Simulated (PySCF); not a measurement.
C5H13O2P.
Cartesian coordinates in Å at the PBE0-D3(BJ)/def2-SVP level; atoms count from 1:
```xyz
21
C5H13O2P angstrom
C      2.2385   -0.5353   -0.5767
C      1.0033    0.2933   -0.2409
C      1.3797    1.7266    0.1222
C      0.1993   -0.3848    0.8741
P     -1.4402    0.3181    1.1981
C     -2.4493    0.0261   -0.2722
O     -1.4694    1.7255    1.6949
O     -2.0555   -0.7478    2.2766
H      1.9719   -1.5583   -0.8870
H      2.8148   -0.0727   -1.3928
H      2.9040   -0.6123    0.2992
H      0.3693    0.3232   -1.1475
H      0.4969    2.3232    0.3935
H      1.9017    2.2173   -0.7136
H      2.0587    1.7347    0.9911
H      0.7412   -0.3256    1.8342
H      0.0484   -1.4569    0.6612
H     -2.0636    0.6181   -1.1142
H     -3.4693    0.3679   -0.0444
H     -2.4732   -1.0390   -0.5421
H     -2.3651   -0.2528    3.0464
```

Computed with PySCF at PBE0/pcSseg-1, non-relativistic, on one gas-phase PBE0-D3(BJ)/def2-SVP geometry that isn't relaxed in the solvent. The solvent is an IEF-PCM continuum (Bondi radii, 1.10 Å for H, scaled by 1.2). Specific hydrogen bonds and non-electrostatic terms are outside this model.

```
run  E − E(gas) (kcal/mol)  HOMO (eV)  HOMO–LUMO gap (eV)  dipole (D)
gas                   0.00      -7.64                8.60        2.62
  P                  -4.07      -7.69                8.80        2.98
  Q                  -8.37      -7.76                9.00        3.42
```

Problem. The runs were made in cyclohexane and tetrahydrofuran. Which run belongs to which solvent?

Solution. P = cyclohexane, Q = tetrahydrofuran. The dielectric constants are 2.017 (cyclohexane), 7.426 (tetrahydrofuran), and the energy falls further as ε rises. In this model the ground state sees the solvent through ε alone.

Problem. How constant is the ratio of the lowering to (ε − 1)/(2ε + 1)?

Solution. 
```
        solvent  (ε − 1)/(2ε + 1)  E − E(gas) (kcal/mol)  ratio (kcal/mol)  polarisation term (kcal/mol)
    cyclohexane             0.202                  -4.07             -20.1                         -4.27
tetrahydrofuran             0.405                  -8.37             -20.6                         -9.30
```

The ratio changes by +2.5 % in size from cyclohexane to tetrahydrofuran. The polarisation term is half the interaction of the solute with the induced surface charges.
